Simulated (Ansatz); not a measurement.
The cluster Si₃Se₄⁺. Total charge 1; doublet. Geometry PBE-D4/def2-SVP.

```xyz
7

Si    1.439   -1.041    1.975
Si   -2.266    0.331    1.346
Si    0.384    0.368   -1.462
Se    2.078   -0.359   -0.138
Se    0.824    0.609   -3.521
Se   -0.781   -0.929    2.579
Se   -1.679    1.021   -0.779
```

Another isomer (doublet) lies 0.84 eV lower at PBE0-D4/def2-TZVP; other spin states weren't run for this one.

(1) Estimate the α-spin orbital energies around the gap (eV) in Ansatz with PBE-D4/def2-TZVP, r2SCAN-D4/def2-TZVP, PBE0-D4/def2-TZVP.

## Answers

(1) 
```
orbital  PBE-D4/def2-TZVP  r2SCAN-D4/def2-TZVP  PBE0-D4/def2-TZVP
 HOMO−5            -11.44               -11.78             -12.52
 HOMO−4            -11.39               -11.72             -12.45
 HOMO−3            -11.29               -11.58             -12.32
 HOMO−2            -10.91               -11.22             -12.17
 HOMO−1            -10.46               -10.74             -11.54
   HOMO            -10.00               -10.30             -11.01
   LUMO             -8.30                -8.33              -7.62
 LUMO+1             -7.83                -7.83              -7.18
 LUMO+2             -7.34                -7.21              -6.60
 LUMO+3             -6.69                -6.60              -5.92
 LUMO+4             -6.41                -6.28              -5.65
 LUMO+5             -5.42                -5.22              -4.60
 β HOMO            -10.35               -10.55             -10.98
 β LUMO             -9.46                -9.51              -9.16
```
